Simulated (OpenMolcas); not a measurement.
## 3d2 along the 20-electron sequence

```yaml
Program: OpenMolcas 26.06
Method: CASSCF
Basis: ANO-RCC-VTZP
Scalar_Hamiltonian: DKH2, point nucleus
Spin-orbit_coupling: state interaction with AMFI integrals over the reference wave functions, term energies averaged over their components
```

Active space for each ion: 2 electrons in 5 orbitals (3d).

Computed levels in cm-1 above 3F2:

```
                               Level   Cr4+   Mn5+   Co7+
                                 3F3    505    751   1370
                                 3F4   1153   1705   3071
                                 1D2  16467  18850  23133
                                 3P0  19268  21888  26485
                                 3P1  19446  22158  26992
                                 3P2  19840  22767  28183
                                 1G4  25363  28947  35367
                                 1S0  61845  70291  85114
weight of 3F in the lowest level (%)    100    100    100
```

Measured, with the error of the calculation in %. Measured levels: Cr4+ from Sugar and Corliss, J. Phys. Chem. Ref. Data 6, 317 (1977); Mn5+ from Corliss and Sugar, J. Phys. Chem. Ref. Data 6, 1253 (1977); Co7+ from Sugar and Corliss, J. Phys. Chem. Ref. Data 10, 1097 (1981).

| Level | Cr4+ | Mn5+ | Co7+ |
| --- | --- | --- | --- |
| 3F3 | 508 (-0.6) | 746 (+0.7) | 1430 (-4.2) |
| 3F4 | 1142 (+1.0) | 1669 (+2.1) | 3144 (-2.3) |
| 1D2 | 13188 (+24.9) | 15336 (+22.9) | 19624 (+17.9) |
| 3P0 | 15492 (+24.4) | 17782 (+23.1) | 22304 (+18.7) |
| 3P1 | 15677 (+24.0) | 18057 (+22.7) | 22839 (+18.2) |
| 3P2 | 16041 (+23.7) | 18628 (+22.2) | 24055 (+17.2) |
| 1G4 | 22019 (+15.2) | 25511 (+13.5) | 32360 (+9.3) |
| 1S0 | 51146 (+20.9) |  | 74247 (+14.6) |

The fine-structure level 3F4 changes by a factor of 2.66 from Cr4+ to Co7+. Its fourth root runs 5.83, 6.43, 7.44, with steps per unit of Z of 0.60, 0.51; equal steps would mean a (Z - σ)^4 law with constant σ.

1D2 changes by a factor of 1.4 over the same range, with steps per unit of Z of +2380, +2140 cm-1.

Without dynamic correlation excited terms often stand tens of per cent too high (terms of higher spin than the ground term too low), and those without a measured partner can miss by more than the paired ones. Terms from blocks run as CI alone lack orbitals of their own. Computed and measured levels are paired by configuration, term and J; levels that our copy of the source lacks, or whose pairing is in doubt (as where it misses far off the trend of its configuration), stay unpaired and out of the deviations. Levels of configurations outside the active space are missing.
